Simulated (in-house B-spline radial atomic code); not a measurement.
Radial electron density of Si⁵⁺, [He] 2s2 2p5. Computed with an all-electron radial atomic-structure program (B-spline basis): scalar-relativistic (X2C) BHandHLYP, spin-polarised, spherical fractional occupations, Fermi nucleus of rms radius 3.1224 fm.

Caution: exact exchange at fractional occupations of open shells leaves self-interaction of up to several eV.

Columns: r (bohr), 4πr²n(r) (electrons per bohr), bar.

```
 0.00418   0.3782 #
 0.00487   0.4999 #
 0.00567   0.6578 ##
 0.00661   0.8648 ##
 0.00771    1.133 ###
 0.00899    1.477 ####
  0.0105     1.92 #####
  0.0122    2.459 #######
  0.0142    3.133 #########
  0.0166    3.985 ###########
  0.0193    4.973 ##############
  0.0225    6.156 #################
  0.0263    7.536 #####################
  0.0306     9.02 #########################
  0.0357    10.62 ##############################
  0.0416    12.21 ##################################
  0.0485    13.69 ######################################
  0.0565    14.88 #########################################
  0.0659    15.64 ############################################
  0.0768    15.81 ############################################
  0.0896    15.32 ###########################################
   0.104    14.25 ########################################
   0.122    12.67 ###################################
   0.142    11.06 ###############################
   0.165    9.782 ###########################
   0.193    9.135 #########################
   0.225     9.37 ##########################
   0.262    10.34 #############################
   0.305    11.66 ################################
   0.356    12.75 ###################################
   0.415    13.01 ####################################
   0.483    12.16 ##################################
   0.563    10.25 #############################
   0.657    7.664 #####################
   0.766    5.033 ##############
   0.892    2.866 ########
    1.04    1.375 ####
    1.21   0.5538 ##
    1.41    0.179 
    1.65  0.04353 
    1.92 0.008317
```

On this grid the curve has 2 maxima, near 0.0768, 0.415 bohr.

The 2s up radial function P(r) = rR(r), positive near the nucleus:

```json
{"r (bohr)": "0.00143", "P": "0.04257"}
{"r (bohr)": "0.00194", "P": "0.05684"}
{"r (bohr)": "0.00264", "P": "0.07594"}
{"r (bohr)": "0.00358", "P": "0.1008"}
{"r (bohr)": "0.00487", "P": "0.1336"}
{"r (bohr)": "0.00661", "P": "0.1757"}
{"r (bohr)": "0.00899", "P": "0.2294"}
{"r (bohr)": "0.0122", "P": "0.2955"}
{"r (bohr)": "0.0166", "P": "0.375"}
{"r (bohr)": "0.0225", "P": "0.4635"}
{"r (bohr)": "0.0306", "P": "0.555"}
{"r (bohr)": "0.0416", "P": "0.6316"}
{"r (bohr)": "0.0565", "P": "0.6654"}
{"r (bohr)": "0.0768", "P": "0.616"}
{"r (bohr)": "0.104", "P": "0.4404"}
{"r (bohr)": "0.142", "P": "0.09599"}
{"r (bohr)": "0.193", "P": "-0.39"}
{"r (bohr)": "0.262", "P": "-0.92"}
{"r (bohr)": "0.356", "P": "-1.318"}
{"r (bohr)": "0.483", "P": "-1.402"}
{"r (bohr)": "0.657", "P": "-1.131"}
{"r (bohr)": "0.892", "P": "-0.6691"}
{"r (bohr)": "1.21", "P": "-0.271"}
{"r (bohr)": "1.65", "P": "-0.06553"}
```
